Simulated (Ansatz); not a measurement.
Basis sets compared for In₁₃P₁₃H₃₂, a nanocrystal cut from wurtzite InP (hydrogen-capped). The state is a singlet with charge 0. Geometry PBE-D4/def2-SVP. Ansatz on 11 threads of AMD EPYC 7R13 on a shared host and a whole NVIDIA H100 80GB HBM3; times are rough, and most runs start from earlier orbitals.

```xyz
58

In    1.158    5.532   -1.153
P    -0.878    3.874   -1.653
In    1.038    0.836   -4.562
P    -0.942   -0.900   -5.032
In    3.311    1.800   -1.436
P     2.514    3.673    0.140
P     1.256    0.374   -2.007
In   -0.729    1.413   -0.827
In   -2.515   -1.810   -3.170
P    -2.896    0.170   -1.545
In    1.366    2.985    2.339
P    -0.658    1.544    1.703
In   -2.613    3.063    2.521
In   -4.360   -0.683    0.412
P    -4.587    1.319    2.058
P     4.675    0.153    0.114
In    1.491   -2.057   -1.170
P    -0.836   -3.149   -1.741
In    3.661   -1.051    2.213
P     2.980    1.186    3.403
P     1.475   -2.064    1.406
In   -0.458   -0.863    2.613
In   -2.205   -4.196    0.181
P    -2.571   -2.089    1.629
In    1.861   -4.464    2.361
P    -0.435   -5.554    1.512
H     1.925    5.806   -2.685
H     0.540    6.662    0.010
H    -1.211    3.840   -3.043
H    -2.104    4.397   -1.136
H     0.252    2.381   -4.759
H     2.416    0.218   -5.420
H    -1.762   -0.507   -6.139
H    -0.417   -2.096   -5.619
H     4.324    2.320   -2.753
H     3.715    4.343    0.551
H    -3.949   -2.615   -3.732
H    -3.701    1.120   -2.256
H     1.111    4.276    3.479
H    -2.889    4.282    1.303
H    -2.554    3.269    4.244
H    -5.852   -1.452   -0.037
H    -5.836    1.965    1.784
H    -4.981    0.687    3.281
H     5.937    0.732    0.469
H     5.182   -0.881   -0.737
H     2.800   -2.957   -1.893
H    -0.536   -4.269   -2.586
H     4.850   -1.951    3.109
H     4.156    1.819    3.924
H     2.404    0.813    4.660
H    -0.417   -0.984    4.353
H    -3.636   -5.072   -0.278
H    -3.292   -2.585    2.766
H     3.082   -5.264    1.413
H     1.691   -4.422    4.092
H    -0.203   -6.739    0.741
H    -1.152   -6.178    2.584
```

In the def2 sets In takes a core potential; there is no spin–orbit coupling. Single mean-field runs in def2-SVP, def2-TZVP are fitted with def2-universal-jkfit.

Binding counts from free atoms (In doublet, P quartet, H doublet) in the same basis, without a counterpoise term.

| level | functions | energy (Eh) | HOMO (eV) | LUMO (eV) | binding per atom (eV) | wall time |
| --- | --- | --- | --- | --- | --- | --- |
| PBE-D4/def2-SVP | 732 | -6925.7175 | -5.63 | -2.24 | 2.56 | 5.5 s |
| PBE0-D4/def2-SVP | 732 | -6926.1683 | -6.56 | -1.54 | 2.56 | 7.5 s |

Question: Estimate the rows for PBE-D4/def2-TZVP, PBE0-D4/def2-TZVP.

Answer: 
```json
{"level": "PBE-D4/def2-TZVP", "functions": "1323", "energy (Eh)": "-6927.3475", "HOMO (eV)": "-5.70", "LUMO (eV)": "-2.39", "binding per atom (eV)": "2.58", "wall time": "10 s"}
{"level": "PBE0-D4/def2-TZVP", "functions": "1323", "energy (Eh)": "-6927.7617", "HOMO (eV)": "-6.60", "LUMO (eV)": "-1.67", "binding per atom (eV)": "2.58", "wall time": "13 s"}
```
